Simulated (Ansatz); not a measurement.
Be₂Te⁺. Charge 1, multiplicity 4. Geometry PBE-D4/def2-TZVP; atoms count from 1.

```xyz
3

Be    1.425    0.207    0.417
Be   -0.630   -1.341   -0.226
Te   -0.795    1.134   -0.191
```

In the def2 sets Te takes a core potential; there is no spin–orbit coupling. At PBE0-D4/def2-TZVP a doublet of charge 1 lies 1.79 eV below the quartet, each at its own geometry. The structure comes from a short search, and lower isomers may exist.

**Question.** Estimate the Mulliken populations from the PBE0/def2-TZVP orbitals of Ansatz.

**Answer.** 
| atom | charge (e) | spin (α − β) |
| --- | --- | --- |
| Be1 | 0.33 | 0.84 |
| Be2 | 0.33 | 0.84 |
| Te3 | 0.34 | 1.32 |
Mulliken values depend strongly on the basis.

**Question.** Where does the spin sit?

**Answer.** Summed by element: Be 1.68, Te 1.32, of 3 unpaired in all. Largest on single atoms: Te3 1.32, Be1 0.84, Be2 0.84.

**Question.** And the Mayer bond orders between heavy atoms (over 0.3)?

**Answer.** Be1–Be2 0.31 (2.65 Å); Be1–Te3 0.88 (2.48 Å); Be2–Te3 0.88 (2.48 Å).
